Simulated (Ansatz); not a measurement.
Job for Ansatz (a first-principles code): U-PBE0/def2-TZVPP on NiP, 2S+1 = 6, a spin state set in the input, which need not be the lowest.

Ansatz 0.2 input:
```yaml
crystal:
  periodic: [false, false, false]
  atoms:
    - {symbol: Ni, position_ang: [0.00000000, 0.00000000, 0.00000000]}
    - {symbol: P, position_ang: [0.00000000, 0.00000000, 2.19500000]}
basis:
  gaussian:
    orbitals: def2-TZVPP
hamiltonian:
  xc: {name: PBE0}
magnetization: {spin_polarized: true, initial_magnetization: 5}
relax: {f_tol: 0.002, max_steps: 120}
```

**Question.** Give the final energy of this run.

**Answer.** -1849.2017 hartree.

**Question.** How many basis functions does it have, and what does it roughly cost on one machine?

**Answer.** 106 functions; roughly 60 core-seconds.
